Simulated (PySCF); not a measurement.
Gas-phase reaction: Sn(OH)2 + H2O2 → SnH4 + 2 O2

Energies from PySCF, thermal terms from the rigid-rotor harmonic-oscillator model, ideal gas at 1 bar. S°(298 K) at PBE0/def2-TZVP differs from the NASA 1993 table for H2O2 (-8 J/mol/K); whether the harmonic model or the table's entry is off was not settled. † marks an energy on the PBE0/def2-TZVP geometry and frequencies; other levels use their own. CCSD(T) freezes the core. Open shells (unrestricted): O2 (multiplicity 3); the rest are closed-shell singlets. B3LYP is the form with VWN-RPA correlation. Sn: scalar-relativistic def2 core potential, no spin-orbit coupling. No R ln 2 is added for the mirror-image form of H2O2. Sn(OH)2: computed as isolated molecules; such fragments, hydroxides, amides, oligomers or adducts are transient or little studied in the gas. CCSD(T) isn't extrapolated to the basis-set limit; its ΔH°(298 K) is 533.1 kJ in def2-SVP and 635.9 kJ in def2-TZVPP. The harmonic model lacks anharmonicity and excited electronic states, which grow with temperature; levels with a mode under 35 cm⁻¹ are left out. Internal rotation in Sn(OH)2, H2O2 is treated as a harmonic vibration of one conformer, which makes the entropy rough.

```
level                ΔE electronic, kJ  ΔH°(298 K), kJ  ΔS°(298 K), J/K  ΔG°(1800 K), kJ
-------------------  -----------------  --------------  ---------------  ---------------
B3LYP/def2-TZVP†                   652             606              117              398
CCSD(T)/def2-TZVPP†                682             636              117              428
HF/def2-TZVP†                      499             453              117              245
M06-2X/def2-TZVP†                  715             669              117              462
PBE/def2-SVP                       572             528              115              324
PBE0/def2-TZVP                     633             587              117              379
r2SCAN/def2-TZVP†                  625             579              117              371
LDA/def2-TZVP†                     715             669              117              461
ωB97X-V/def2-TZVP†                 630             585              117              377
```
ΔH° is lowest at HF/def2-TZVP† and highest at M06-2X/def2-TZVP†. No reference value is set beside these.
